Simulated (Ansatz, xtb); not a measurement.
C3H10SSi: which of two isomers lies lower

Structure a is `C[SiH](C)CS`, a singlet and structure b is `C[SiH2][C@@H](C)S`, a singlet. Both are isolated molecules in the gas phase, relaxed with B3LYP/def2-SVP, each in the lowest conformer that the search found.

Energies in hartree; the thermal terms are from GFN2-xTB frequencies at re-optimised GFN2-xTB minima (ideal gas, soft modes damped towards free rotors, one conformer each, 298.15 K, 1 atm) and include the zero-point energy:

```
                              a           b
E, CCSD(T)/def2-SVP  −806.376393  −806.366583
    E, MP2/def2-SVP  −806.278324  −806.267835
  E, MP2/def2-TZVPP  −806.822662  −806.806964
  zero-point energy     0.117145     0.116145
       H(298 K) − E     0.127406     0.125920
       G(298 K) − E     0.082958     0.083004
```

Q: Correct the CCSD(T) difference for the basis set by the MP2 change, then work out ΔE, ΔE₀, ΔH and ΔG for a → b in kJ/mol (1 Eh = 2625.50 kJ/mol) and the equilibrium ratio [b]/[a].

A: 1. Differences b − a: CCSD(T) +0.009810, MP2 in the small set +0.010489, MP2 in the large set +0.015698 Eh.
2. ΔE = +0.009810 + (+0.015698 − (+0.010489)) = +0.015019 Eh = +39.43 kJ/mol.
3. ΔE₀ = ΔE + ΔZPE = +0.015019 + (−0.001000) Eh = +36.81 kJ/mol.
4. ΔH = ΔE + (−0.001486) Eh = +35.53 kJ/mol.
5. ΔG = ΔE + (+0.000046) Eh = +39.55 kJ/mol, so ΔS = (ΔH − ΔG)/T = −13.5 J/(mol K).
6. kT = 0.9442 mEh, so K = [b]/[a] = exp(−ΔG/kT) = exp(−15.96) ≈ 1.2 × 10^−7.

Structure a is favoured at this temperature. An error of 4 kJ/mol in ΔG would change K by a factor of 5. The basis-set step is large, which makes the value less sure. GFN2-xTB gave ΔE the other sign. Mirror images and further conformers aren't counted.

As drawn, b has 1 C–C, 1 Si–H in place of 1 C–Si, 1 C–H.

Other levels gave ΔE = −25.6 (GFN2-xTB); +50.2 (HF/STO-3G, GFN2-xTB geometries); +35.7 (r2SCAN-D4/def2-SVP, GFN2-xTB geometries); +34.4 (B3LYP/def2-SVP); +35.0 (HF/def2-SVP); +27.5 (MP2/def2-SVP); +25.8 (CCSD(T)/def2-SVP) kJ/mol. The correlated steps freeze 13 core orbitals. Programs: Ansatz 0.2.0, xtb 6.7.1.
